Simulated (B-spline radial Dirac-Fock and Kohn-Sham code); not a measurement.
Atomic SCF run for Cr

ΔSCF core binding energies without Breit or QED terms, calculated with a radial atomic solver. Keys: rel is the Hamiltonian (dirac, or spin-free x2c and nr, where L3 and M5 stand for the whole 2p and 3d shells), method is hf or an exchange,correlation pair (spin-unpolarised, also for the hole states), nuc the nuclear model, radius_factor scales its radius, rmax is the box in bohr, h the logarithmic mesh step, order the B-spline order, points the quadrature points per cell, c_factor scales the speed of light, and damp, ndamp, maxit and tol steer the iteration. The run stops when the commutator error falls below 10·tol·max(1, Z/10), or the numerical noise floor, and the energy has settled to about 1e-8 Ha; the virial ratio is −V/T.

Input (task.json):

```json
{"items": [{"Z": 24, "q": 0, "cfg": [[1, 0, 2], [2, 0, 2], [2, 1, 6], [3, 0, 2], [3, 1, 6], [3, 2, 5], [4, 0, 1]], "A": 52, "rrms": 3.6452, "do": "settings", "holes": ["K", "L3", "M5"],
  "settings": [{"rel": "dirac", "method": "hf", "nuc": "fermi", "radius_factor": 1.0, "rmax": 45.0, "h": 0.3, "order": 8, "points": 10, "c_factor": 1.0, "maxit": 5, "damp": 0.5, "ndamp": 3, "tol": 1e-08}]}]}
```

Command: `python xray2_run.py task.json out`

Ground-state iterations:

```
iter   energy (Ha)        error
   1    -1040.81271088  8.71e-01
   2    -1044.82924264  5.43e-01
   3    -1049.20735000  9.33e-02
   4    -1049.56413732  2.86e-02
   5    -1049.59261161  1.00e-02
```

The ground state had not converged after 5 iterations, with total energy -1049.59261 Ha, virial ratio 1.98821 and highest orbital energy -5.89 eV. ΔSCF binding energies: K (1s) 6004.1 eV, L3 (2p3/2) 582.0 eV (not all states converged, so these are not final). Holes are computed only in closed shells, and unreliable hole states are left out.

Q: One setting is unsound. Which, and why?

A: maxit ends the run before self-consistency. With the default settings (Dirac Hartree-Fock): The ground state converged in 11 iterations, with total energy -1049.59610 Ha, virial ratio 1.98767 and highest orbital energy -5.74 eV. ΔSCF binding energies: K (1s) 6004.0 eV, L3 (2p3/2) 581.8 eV. Holes are computed only in closed shells, and unreliable hole states are left out.
